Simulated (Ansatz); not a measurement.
Gas-phase electronic energies from Ansatz, PBE0-D4/def2-TZVP geometries. CCSD(T)/CBS is the MP2 limit (def2-TZVPP, def2-QZVPP) plus CCSD(T) − MP2 in def2-TZVPP, frozen cores. This one scheme is used for every species, atoms too. Functionals use def2-TZVPP. No spin–orbit coupling; open shells (•) take unrestricted orbitals. Spin–orbit coupling would lower the free atoms: a little for C, Cl, Si.

`Cl[SiH]1CC1` → 2 C• + Cl• + 5 H• + Si•  (atomization)

```
           level  ΔE (kJ/mol)
        BHLYP-D4       3184.6
          r2SCAN       3281.6
         LC-ωPBE       3260.8
     HF/def2-SVP       2440.6
   CCSD/def2-SVP       3042.5
CCSD(T)/def2-SVP       3075.1
  MP2/def2-QZVPP       3280.6
    HF/CBS(def2)       2441.8
```

(1) What does CCSD(T)/CBS give? (Estimate.)

Largest T1 diagnostic among the species: 0.012.

Results:

(1) The calculation gave: +3264.8 kJ/mol. The listed levels differ from it by -80.2, 16.8, -4.0, -824.2, -222.3, -189.7, 15.8, -823.0 kJ/mol.

At CCSD(T), def2-SVP lies −189.6 kJ/mol from the extrapolated value and def2-TZVPP −84.2 kJ/mol: correlation converges slowly with the basis, and small sets miss more of it in the bonded molecule than in its fragments. From BLYP to BHLYP (50 % exact exchange), in def2-TZVPP and without D4, ΔE moves by −27.6 kJ/mol: exact exchange takes away binding that semilocal exchange gives to molecules.

For atomizations the MP2-based limit and the directly extrapolated one differ by several kJ/mol either way, and by 10 to 25 for some Ge, Se and Sn compounds, so smaller differences from it don't rank the levels.
